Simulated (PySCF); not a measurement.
# Distorted geometries of [Er(H2O)2]3+

[Er(H2O)2]3+ (singlet in the valence; each metal's 4f electrons, 11 of them, lie in its core potential, out of spins and levels). PySCF 2.14.0, RKS r2SCAN, Er lcecp-1-SVP with ECP57, O def2-SVP, H def2-SVP; non-relativistic Hamiltonian with scalar-relativistic core potentials where named; density fitting; no spin-orbit coupling. Relaxed geometry:

```xyz
7

Er    1.0985    0.2422   -0.0103
O    -0.1566    0.0358    1.7669
H     0.0464    0.3161    2.7038
H    -1.0637   -0.3688    1.8544
O    -0.1699   -0.0722   -1.7642
H    -0.0037   -0.6589   -2.5549
H    -1.0395    0.3574   -1.9956
```

**Question.** Order these distorted geometries by energy above the relaxed one, lowest first.
A.
```xyz
7

Er    1.1195    0.2305   -0.0238
O    -0.1316    0.0004    1.8138
H     0.0251    0.3598    2.6577
H    -1.0783   -0.3957    1.8786
O    -0.1904   -0.1204   -1.7431
H     0.0099   -0.6181   -2.5700
H    -1.0426    0.3952   -2.0131
```
B.
```xyz
7

Er    0.8414    0.4852   -0.0257
O    -0.0319   -0.0732    1.4976
H     0.0056    0.4501    2.9419
H    -1.0221   -0.1575    1.8805
O    -0.0047   -0.0489   -1.7985
H     0.0495   -1.0160   -2.6108
H    -1.1262    0.2120   -1.8850
```
C.
```xyz
7

Er    1.0975    0.2986   -0.0865
O    -0.3248   -0.0595    1.8074
H     0.1396    0.3125    2.5672
H    -1.1784   -0.3540    1.8012
O     0.0868   -0.0493   -1.7492
H    -0.0855   -0.7313   -2.5088
H    -1.0235    0.4349   -1.8313
```

**Answer.** A (0.20 eV), C (1.82 eV), B (5.05 eV).

**Question.** Which forces (eV/Å) act in the one that lies 5.05 eV up?

**Answer.** 
```
Er   5.61  2.69 -4.75
O   -6.46  0.29 11.16
H    0.78 -1.34 -3.02
H    1.55 -0.91 -1.56
O   -5.26 -3.48 -4.16
H   -0.07  3.68  2.69
H    3.85 -0.94 -0.35
```
Forces carry noise of the integration grid, about 0.01 to 0.03 eV/Å.

No frequency check is given that shows the relaxed geometry to be a minimum. An lcecp potential fixes the number of 4f electrons, so in runs with it no electron can move into or out of that shell.
